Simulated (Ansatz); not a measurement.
Consider the substitution at a C–Si bond: `B[Si](C)(F)Cl` + `S[SiH2]S` → `CS[SiH2]S` + `B[SiH](F)Cl`.

Gas-phase electronic energies from Ansatz, PBE0-D4/def2-TZVP geometries. CCSD(T)/CBS adds triple-zeta CCSD(T) − MP2 to the extrapolated MP2 energy (def2 sets, frozen cores). Functionals use def2-TZVPP. B3LYP here is the variant with VWN-RPA as its local correlation; programs differ in this. One conformer a species, not always the lowest.

(1) Is it downhill or uphill in electronic energy at CCSD(T)/CBS, and by how much? (Estimate.)

(2) What do these levels give: r2SCAN-D4, B3LYP-D4, ωB97X-V, B2PLYP, PBE, r2SCAN, PBE0, SCS-MP2/def2-TZVPP, CCSD(T)/def2-TZVPP, HF/def2-QZVPP, SCS-MP2/def2-QZVPP, HF/CBS(def2)? (Best estimate.)

Largest T1 diagnostic among the species: 0.011.

Results:

(1) Ansatz gave: Uphill: ΔE = +0.63 eV.

(2) Computed: r2SCAN-D4 0.66, B3LYP-D4 0.61, ωB97X-V 0.63, B2PLYP 0.63, PBE 0.61, r2SCAN 0.66, PBE0 0.64, SCS-MP2/def2-TZVPP 0.61, CCSD(T)/def2-TZVPP 0.65, HF/def2-QZVPP 0.61, SCS-MP2/def2-QZVPP 0.60, HF/CBS(def2) 0.61 eV.
